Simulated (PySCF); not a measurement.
SeCl₄ at several levels of theory

All levels use the PBE0 minimum (singlet; Se–Cl 2.166 Å (×2), Se–Cl 2.329 Å (×2); Cl–Se–Cl 91.1° (×4), Cl–Se–Cl 102.4°, Cl–Se–Cl 176.4°), basis [Se def2-SVP, Cl def2-SVP], no relativity, density fitting, no spin–orbit coupling, PySCF. For vertical energies the ionised species is a doublet (spins chosen at PBE0 and kept) and the electron-attached one a doublet. Atomisation goes to high-spin ground-configuration atoms, without zero-point energy. Open shells are unrestricted, also as the reference of the correlated levels. A dash marks a value that was not computed or is not defined at that level.

```tsv
level	atomisation (kJ/mol)	vertical IP (eV)	vertical EA (eV)	−ε(HOMO) (eV)	gap (eV)	dipole (D)
PBE0	792	10.26	1.88	8.22	4.30	0.03
HF	189	9.23	1.52	10.62	10.22	0.26
MP2	–	10.10	1.33	–	–	–
PBE	905	9.97	1.56	7.01	2.47	0.05
B3LYP	744	10.12	1.75	7.87	3.87	0.01
r2SCAN	–	10.26	1.88	7.42	2.72	0.04
TPSSh	808	10.20	1.82	7.66	3.29	0.02
PBEsol	–	10.00	1.57	7.02	2.45	0.03
BP86	–	10.09	1.69	7.12	2.45	0.06
```

Spin contamination in at least one species weakens the values at: HF, MP2.

Without diffuse functions attachment energies tend to come out too low.
